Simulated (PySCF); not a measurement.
Computed IR spectrum (relative IR intensity) of a molecule C3HF4, multiplicity 2. Geometry optimised at PBE-D3(BJ)/def2-SVP. Other conformers were not sampled. Method: PBE-D3(BJ)/def2-SVP run with PySCF. Harmonic, unscaled wavenumbers; measured fundamentals usually lie a few per cent lower.

Lines under 2 % of the strongest are left out, and lines within 2 cm⁻¹ are merged.

ν (cm⁻¹): 673 (w), 743 (w), 860 (w), 1092 (vs), 1141 (vs), 1161 (m), 1234 (s), 1319 (m), 1732 (s) (against the strongest line: vs over 80 %, s over 45 %, m over 15 %, w over 4 %, vw less)

Q: Which structure fits?
A. F/C=[C]/C(F)(F)F
B. [CH]=C(F)C(F)(F)F
C. F/[C]=C/C(F)(F)F

A: C, F/[C]=C/C(F)(F)F
